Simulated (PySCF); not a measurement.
C2H4BrCl.

```xyz
8

C     -1.6595    -1.0254     0.2883
C     -0.2136    -0.6504     0.4791
Cl     0.8499    -1.6933    -0.4905
Br     0.0781     1.2274     0.0424
H     -1.9551    -0.8981    -0.7622
H     -1.8041    -2.0788     0.5721
H     -2.3000    -0.3923     0.9190
H      0.1147    -0.7494     1.5201
```

Geometry optimised at PBE0-D3(BJ)/def2-SVP.

These are PySCF with B3LYP/pcSseg-1 values and carry that method's errors. Non-relativistic, no solvent.

Computed absolute GIAO shielding of each atom: isotropic value and principal components (ppm):
```json
[
 {"atom": "C1", "σ(iso)": "142.8", "σ11": "115.6", "σ22": "138.3", "σ33": "174.6", "span": "59.0"},
 {"atom": "C2", "σ(iso)": "95.6", "σ11": "47.2", "σ22": "115.1", "σ33": "124.4", "span": "77.3"},
 {"atom": "Cl3", "σ(iso)": "633.1", "σ11": "346.0", "σ22": "556.2", "σ33": "997.0", "span": "651.0"},
 {"atom": "Br4", "σ(iso)": "1784.1", "σ11": "981.1", "σ22": "1460.4", "σ33": "2910.7", "span": "1929.6"},
 {"atom": "H5", "σ(iso)": "29.2", "σ11": "26.6", "σ22": "27.7", "σ33": "33.3", "span": "6.6"},
 {"atom": "H6", "σ(iso)": "29.6", "σ11": "25.2", "σ22": "27.1", "σ33": "36.4", "span": "11.2"},
 {"atom": "H7", "σ(iso)": "29.5", "σ11": "24.9", "σ22": "27.8", "σ33": "35.9", "span": "11.0"},
 {"atom": "H8", "σ(iso)": "25.5", "σ11": "20.3", "σ22": "25.7", "σ33": "30.4", "span": "10.1"}
]
```
